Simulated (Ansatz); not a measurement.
cesium atom (Cs), doublet (core potentials on Cs); PBE0/def2-TZVP in Ansatz (an electronic-structure program).

Input for Ansatz:
Ansatz 0.2 input:
```yaml
crystal:
  periodic: [false, false, false]
  atoms:
    - {symbol: Cs, position_ang: [0.00000000, 0.00000000, 0.00000000]}
basis:
  gaussian:
    orbitals: def2-TZVP
hamiltonian:
  xc: pbe0
magnetization: {spin_polarized: true, initial_magnetization: 1}
```

Q: Write the output that Ansatz gives for this input, abridged.

A: 
```
Functional definition: PBE0
196 factors; their error is unknown
mean field evaluation 1: about -548.0040 eV, gradient 7.7e-1 eV
mean field evaluation 2: about -548.0151 eV, gradient 1.8e-1 eV
mean field evaluation 4: about -548.0358 eV, gradient 3.7e-2 eV
mean field evaluation 8: about -548.0359 eV, gradient 2.0e-5 eV
mean field evaluation 16: about -547.9286 eV, gradient 9.3e-1 eV
mean field -548.03593642 eV, -20.1399491912 hartree, gradient 2.0e-5 eV, S^2 0.750172; 3 other end points of the search recorded, 0 dependent functions left out
reference -548.03596577 eV, -20.1399502699 hartree; 5, 4 occupied and 24, 25 virtual orbitals, 196 factors
Total energy: -548.03596577 eV, -20.1399502699 hartree
```
